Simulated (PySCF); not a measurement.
C2H3Cl2FSi, SMILES FC([SiH3])=C(Cl)Cl. Atoms are numbered in the order given.

```xyz
9

F      1.9967     0.4537     0.0000
C      0.6552     0.5609     0.0000
Si    -0.0566     2.3211     0.0000
C     -0.0739    -0.5701     0.0000
Cl     0.6324    -2.1438     0.0000
Cl    -1.8088    -0.4938     0.0000
H     -0.8881     2.5354     1.2152
H     -0.8881     2.5354    -1.2152
H      1.1086     3.2449     0.0000
```
Charge 0, spin multiplicity 1.

Coordinates come from a B3LYP-D3(BJ)/def2-SVP optimisation. This is a generated structure with no PubChem entry under its InChIKey; it may be hypothetical.

Level of theory: PySCF with PBE0/pcSseg-1.

GIAO shieldings, no solvent; atoms listed in one row are averaged. δ = σ(ref) − σ: ¹⁹F against CFCl3 (σ = 167.2 ppm); ¹³C against TMS (σ = 186.3 ppm); ²⁹Si against TMS (σ = 352.7 ppm); ³⁵Cl against HCl (σ = 945.9 ppm); ¹H against TMS (σ = 31.56 ppm), references at their B3LYP-D3(BJ)/def2-TZVP geometries, non-relativistic (without spin–orbit terms, shifts of atoms bonded to Cl or Br come out too high).

Computed chemical shifts:
```
nucleus       atoms  count  δ (ppm)
-------  ----------  -----  -------
¹⁹F              F1      1    -98.7
¹³C              C2      1    168.2
¹³C              C4      1    145.1
²⁹Si            Si3      1    -73.7
³⁵Cl            Cl5      1    308.0
³⁵Cl            Cl6      1    280.5
¹H       H7, H8, H9      3     4.58
```
